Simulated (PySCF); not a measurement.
Ga(H)(NH2)2 (GaH5N2), SMILES [NH2][GaH][NH2]. Atoms are numbered in the order given.

```xyz
8

Ga     0.0000     0.0000    -0.3350
H      0.0000     0.0000    -1.8921
N      0.0000     1.5534     0.6172
H      0.0000     2.4717     0.1890
H      0.0000     1.6126     1.6292
N      0.0000    -1.5534     0.6172
H      0.0000    -1.6126     1.6292
H      0.0000    -2.4717     0.1890
```

Geometry: B3LYP-D3(BJ)/def2-SVP. Other conformers were not sampled.

Level of theory: HF/def2-TZVPD run with PySCF.

Isolated molecule, no solvent.

### Question
Estimate the frontier levels, gap, dipole moment and polarisability. (An estimate is asked for; the answer gives what the named calculation found.)

### Answer

```json
{
  "highest_occupied_level": "-10.17 eV",
  "lowest_empty_level": "1.45 eV",
  "orbital_gap": "11.62 eV",
  "dipole_moment": "0.115 e·Å",
  "quadrupole, principal values (traceless, Buckingham form, about the centre of nuclear charge)": "-3.57, 0.47, 3.11 D·Å",
  "mean_static_polarisability": "43.3 bohr³ (6.42 Å³)",
  "polarisability_principal_values": "37.8, 44.2, 47.9 bohr³"
}
```
